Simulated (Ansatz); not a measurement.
The first iterations of a band of a periodic cell of 17 atoms, CuSi16 (host Si, host structure diamond, interstitial Cu), cell charge +1.

These are results of Ansatz, DFT PBE, scalar-relativistic, plane waves, PAW, not measurements. Settings: PAW set soft_1, cutoff 420 eV, k mesh 2x2x2, gaussian smearing 0.05 eV, no spin polarisation.

```json
{
  "movable images": "7",
  "climbing image": "yes",
  "spring": "2.0 eV/Å²",
  "optimiser": "fire",
  "start path": "straight line",
  "force threshold": "0.05 eV/Å",
  "iteration limit": "35",
  "end points": "relaxed"
}
```

Initial state:

```xyz
17
Lattice="0.0000 5.4300 5.4300 5.4300 0.0000 5.4300 5.4300 5.4300 0.0000" Properties=species:S:1:pos:R:3
Si -0.036 -0.057 0.036
Si 1.406 1.282 1.410
Si 2.764 2.754 0.001
Si 3.995 4.114 1.443
Si 2.897 -0.098 2.530
Si 4.020 1.278 4.025
Si 5.432 2.750 2.670
Si 6.902 4.155 3.964
Si 0.052 2.651 2.747
Si 1.334 4.063 4.100
Si 2.658 5.476 2.774
Si 4.072 6.780 4.102
Si 2.687 2.651 5.380
Si 4.210 3.913 6.655
Si 5.502 5.425 5.360
Si 6.763 6.780 6.790
Cu 5.770 2.430 5.090
```

Final state:

```xyz
17
Lattice="0.0000 5.4300 5.4300 5.4300 0.0000 5.4300 5.4300 5.4300 0.0000" Properties=species:S:1:pos:R:3
Si 0.026 0.007 -0.004
Si 1.361 1.315 1.392
Si 2.773 2.668 -0.079
Si 4.103 4.025 1.296
Si 2.794 0.088 2.760
Si 4.131 1.421 4.120
Si 5.457 2.744 2.707
Si 6.827 4.110 4.017
Si -0.106 2.614 2.798
Si 1.290 4.008 4.074
Si 2.581 5.298 2.560
Si 3.898 6.608 3.970
Si 2.719 2.746 5.428
Si 4.028 4.079 6.828
Si 5.382 5.485 5.356
Si 6.738 6.819 6.726
Cu 6.456 3.737 6.501
```

| iteration | highest image above the first end (eV) | largest band force component (eV/Å) |
| --- | --- | --- |
| 1 | 0.443 | 2.262 |
| 2 | 0.289 | 1.499 |
| 3 | 0.177 | 0.706 |
| 4 | 0.163 | 0.952 |
| 5 | 0.154 | 0.885 |
| 6 | 0.139 | 0.756 |
| 7 | 0.123 | 0.572 |
| 8 | 0.109 | 0.348 |
| 9 | 0.103 | 0.335 |
| 10 | 0.101 | 0.348 |

Question: Does the band converge within its limit, and where does its top end?

Answer: The run converged. It ended after 32 iterations with the highest image 0.045 eV above the first end. Beside the main top the profile has a ripple of under 15 meV (maxima at images 2, 5), which may be a very shallow well or noise. By the program's own check the climbing image is of a kind that is not told: the force calls were inconclusive, a negative curvature could not be distinguished from the path's own, the only one lies far off the path, or fixed occupations may fill a level only in part (lowest curvatures found: -0.43 and 0.79 eV/Å²). Limits of this set-up: coarse k mesh, charged cell in a uniform background, uncorrected.

The run took 26 min on 1 thread of Arm Neoverse V2, with other jobs on the host, peak memory 1 GiB.
